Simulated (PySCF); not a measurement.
Al(Me)2(SH) (C2H7AlS), SMILES [CH3][Al]([CH3])[SH].

Coordinates come from a B3LYP-D3(BJ)/def2-SVP optimisation. A frequency run showed that this geometry is not a minimum. Other conformers were not sampled.

All values below come from PBE/def2-TZVP run with PySCF.

Isolated molecule, no solvent.

Estimate the frontier levels, gap, dipole moment and polarisability. (An estimate is asked for; the answer gives what the named calculation found.)


The highest occupied level is -6.25 eV, the lowest empty level is -1.25 eV and the orbital gap is 5.00 eV. The dipole moment comes out as 1.60 D. The quadrupole, principal values (traceless, Buckingham form, about the centre of nuclear charge) comes out as -5.03, 2.39, 2.64 D·Å, the mean static polarisability is 73.5 bohr³ (10.89 Å³) and the polarisability, principal values is 58.4, 76.9, 85.2 bohr³.
